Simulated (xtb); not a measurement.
Input file for xtb: GFN2-xTB on CH8GeS (a complex), monomers drawn apart or pushed together.

```
$ xtb mol.xyz --gfn 2 --sp --chrg 0 --uhf 0
11

Ge    -0.00003256     0.13432416     0.16204605
H     -1.52394075     0.28526054     0.22581372
H      0.41839493    -1.23619423     0.71575661
H      0.68099087     1.24488269     0.97313318
H      0.45958978     0.23235918    -1.30488836
C      1.07541378    -0.25714205     3.62012529
S     -0.73558874    -0.18476350     3.43712892
H      1.54543286    -0.65636782     2.72371412
H      1.40636773     0.77023765     3.76158878
H      1.36070473    -0.84277845     4.49133534
H     -0.93674020    -1.49931378     3.25114453
```

It printed:

```
[...]
           -------------------------------------------------
          |                Calculation Setup                |
           -------------------------------------------------



molecular fragmentation (1/2 indicates fragments):
11111222222
# atoms in fragment 1/2:     5     6
 fragment masses (1/2) :       76.66       48.11
CMA distance (Bohr)    :   6.340
constraining FC (au)   :  0.0500

           -------------------------------------------------
          |                 G F N 2 - x T B                 |
           -------------------------------------------------

        Reference                      10.1021/acs.jctc.8b01176
      * Hamiltonian:
        H0-scaling (s, p, d)           1.850000    2.230000    2.230000
        zeta-weighting                 0.500000
      * Dispersion:
        s8                             2.700000
        a1                             0.520000
        a2                             5.000000
        s9                             5.000000
      * Repulsion:
        kExp                           1.500000    1.000000
        rExp                           1.000000
      * Coulomb:
        alpha                          2.000000
        third order                    shell-resolved
        anisotropic                    true
        a3                             3.000000
        a5                             4.000000
        cn-shift                       1.200000
        cn-exp                         4.000000
        max-rad                        5.000000


          ...................................................
          :                      SETUP                      :
          :.................................................:
          :  # basis functions                  32          :
          :  # atomic orbitals                  30          :
          :  # shells                           16          :
          :  # electrons                        22          :
          :  max. iterations                   250          :
          :  Hamiltonian                  GFN2-xTB          :
          :  restarted?                      false          :
          :  GBSA solvation                  false          :
          :  PC potential                    false          :
          :  electronic temp.          300.0000000     K    :
          :  accuracy                    1.0000000          :
          :  -> integral cutoff          0.2500000E+02      :
          :  -> integral neglect         0.1000000E-07      :
          :  -> SCF convergence          0.1000000E-05 Eh   :
          :  -> wf. convergence          0.1000000E-03 e    :
          :  Broyden damping             0.4000000          :
          :  net charge                          0          :
          :  unpaired electrons                  0          :
          ...................................................

 iter      E             dE          RMSdq      gap      omega  full diag
   1    -11.4198411 -0.114198E+02  0.420E+00    5.35       0.0  T
   2    -11.4449998 -0.251587E-01  0.253E+00    4.82       1.0  T
   3    -11.4469781 -0.197825E-02  0.106E+00    4.73       1.0  T
   4    -11.4474886 -0.510560E-03  0.659E-01    4.60       1.0  T
   5    -11.4478439 -0.355290E-03  0.254E-01    4.60       1.0  T
   6    -11.4478998 -0.559050E-04  0.684E-02    4.60       1.0  T
   7    -11.4479006 -0.821266E-06  0.229E-02    4.60       1.3  T
   8    -11.4479005  0.133486E-06  0.195E-02    4.60       1.5  T
   9    -11.4479009 -0.360932E-06  0.324E-03    4.60       9.3  T
  10    -11.4479009 -0.851119E-08  0.425E-04    4.60      71.0  T
  11    -11.4479009 -0.104032E-09  0.134E-04    4.60     225.7  T

   *** convergence criteria satisfied after 11 iterations ***

         #    Occupation            Energy/Eh            Energy/eV
      -------------------------------------------------------------
         1        2.0000           -0.7172618             -19.5177
       ...           ...                  ...                  ...
         5        2.0000           -0.5082972             -13.8315
         6        2.0000           -0.4859154             -13.2224
         7        2.0000           -0.4648306             -12.6487
         8        2.0000           -0.4348953             -11.8341
         9        2.0000           -0.4320441             -11.7565
        10        2.0000           -0.4311149             -11.7312
        11        2.0000           -0.3766696             -10.2497 (HOMO)
        12                         -0.2076441              -5.6503 (LUMO)
        13                         -0.1324687              -3.6047
        14                         -0.1245427              -3.3890
        15                         -0.1220253              -3.3205
        16                         -0.0852311              -2.3193
       ...                                ...                  ...
        30                          1.1353396              30.8942
      -------------------------------------------------------------
                  HL-Gap            0.1690255 Eh            4.5994 eV
             Fermi-level           -0.2921569 Eh           -7.9500 eV

 SCC (total)                   0 d,  0 h,  0 min,  0.016 sec
 SCC setup                      ...        0 min,  0.000 sec (  1.149%)
 Dispersion                     ...        0 min,  0.000 sec (  0.532%)
 classical contributions        ...        0 min,  0.000 sec (  0.505%)
 integral evaluation            ...        0 min,  0.002 sec ( 12.660%)
 iterations                     ...        0 min,  0.010 sec ( 61.599%)
 molecular gradient             ...        0 min,  0.004 sec ( 22.480%)
 printout                       ...        0 min,  0.000 sec (  0.947%)

         :::::::::::::::::::::::::::::::::::::::::::::::::::::
         ::                     SUMMARY                     ::
         :::::::::::::::::::::::::::::::::::::::::::::::::::::
         :: total energy             -11.361846535622 Eh    ::
         :: gradient norm              0.027628537662 Eh/a0 ::
         :: HOMO-LUMO gap              4.599417022745 eV    ::
         ::.................................................::
         :: SCC energy               -11.447894317498 Eh    ::
         :: -> isotropic ES            0.002367892568 Eh    ::
         :: -> anisotropic ES          0.002692085441 Eh    ::
         :: -> anisotropic XC          0.007885514809 Eh    ::
         :: -> dispersion             -0.005776826379 Eh    ::
         :: repulsion energy           0.086047781876 Eh    ::
         :: add. restraining           0.000000000000 Eh    ::
         :: total charge              -0.000000000000 e     ::
         :::::::::::::::::::::::::::::::::::::::::::::::::::::

           -------------------------------------------------
          |                Property Printout                |
           -------------------------------------------------

    * Orbital Energies and Occupations

         #    Occupation            Energy/Eh            Energy/eV
      -------------------------------------------------------------
         1        2.0000           -0.7172618             -19.5177
         2        2.0000           -0.6119681             -16.6525
         3        2.0000           -0.6077222             -16.5370
         4        2.0000           -0.5208503             -14.1731
         5        2.0000           -0.5082972             -13.8315
         6        2.0000           -0.4859154             -13.2224
         7        2.0000           -0.4648306             -12.6487
         8        2.0000           -0.4348953             -11.8341
         9        2.0000           -0.4320441             -11.7565
        10        2.0000           -0.4311149             -11.7312
        11        2.0000           -0.3766696             -10.2497 (HOMO)
        12                         -0.2076441              -5.6503 (LUMO)
        13                         -0.1324687              -3.6047
        14                         -0.1245427              -3.3890
        15                         -0.1220253              -3.3205
        16                         -0.0852311              -2.3193
        17                         -0.0228221              -0.6210
        18                         -0.0130278              -0.3545
        19                         -0.0075774              -0.2062
        20                          0.0086095               0.2343
        21                          0.0148759               0.4048
        22                          0.0214134               0.5827
       ...                                ...                  ...
        30                          1.1353396              30.8942
      -------------------------------------------------------------
                  HL-Gap            0.1690255 Eh            4.5994 eV
             Fermi-level           -0.2921569 Eh           -7.9500 eV

     #   Z          covCN         q      C6AA      α(0)
     1  32 Ge       3.729     0.093   169.938    23.403
     2   1 H        0.929    -0.021     3.439     2.900
     3   1 H        0.928    -0.042     3.902     3.089
     4   1 H        0.929    -0.029     3.622     2.976
     5   1 H        0.927    -0.040     3.850     3.069
     6   6 C        3.743    -0.048    21.503     6.615
     7  16 S        1.907    -0.244   151.532    20.719
     8   1 H        0.925     0.058     2.223     2.331
     9   1 H        0.925     0.061     2.193     2.316
    10   1 H        0.925     0.056     2.250     2.346
    11   1 H        0.922     0.156     1.350     1.817

 Mol. C6AA /au·bohr⁶  :       1866.290653
 Mol. C8AA /au·bohr⁸  :      79436.378010
 Mol. α(0) /au        :         71.579891


Wiberg/Mayer (AO) data.
largest (>0.10) Wiberg bond orders for each atom

 ---------------------------------------------------------------------------
     #   Z sym  total        # sym  WBO       # sym  WBO       # sym  WBO
 ---------------------------------------------------------------------------
     1  32 Ge   3.518 --     4 H    0.861     2 H    0.861     5 H    0.860
                             3 H    0.858
     2   1 H    1.000 --     1 Ge   0.861
     3   1 H    0.998 --     1 Ge   0.858
     4   1 H    0.999 --     1 Ge   0.861
     5   1 H    0.998 --     1 Ge   0.860
     6   6 C    3.975 --     7 S    1.019    10 H    0.985     9 H    0.982
                             8 H    0.975
     7  16 S    2.073 --     6 C    1.019    11 H    0.964
     8   1 H    0.997 --     6 C    0.975
     9   1 H    0.996 --     6 C    0.982
    10   1 H    0.997 --     6 C    0.985
    11   1 H    0.976 --     7 S    0.964
 ---------------------------------------------------------------------------

Topologies differ in total number of bonds
Writing topology from bond orders to xtbtopo.mol

molecular dipole:
                 x           y           z       tot (Debye)
 q only:        0.393      -0.383       0.255
   full:        0.650      -0.488       0.161       2.107
molecular quadrupole (traceless):
                xx          xy          yy          xz          yz          zz
 q only:       -0.525       0.770      -0.020       4.604      -3.680       0.545
  q+dip:       -1.606       0.972       1.579       7.374      -4.761       0.027
   full:       -1.010       1.101       1.751       7.581      -4.671      -0.740


           -------------------------------------------------
          | TOTAL ENERGY              -11.361846535622 Eh   |
          | GRADIENT NORM               0.027628537662 Eh/α |
          | HOMO-LUMO GAP               4.599417022745 eV   |
           -------------------------------------------------

------------------------------------------------------------------------
Note: The following floating-point exceptions are signalling: IEEE_UNDERFLOW_FLAG IEEE_DENORMAL
normal termination of xtb
------------------------------------------------------------------------
 total:
 SCF:
```

The run finished.

Cost: about 0.06 core-seconds (a rough figure).
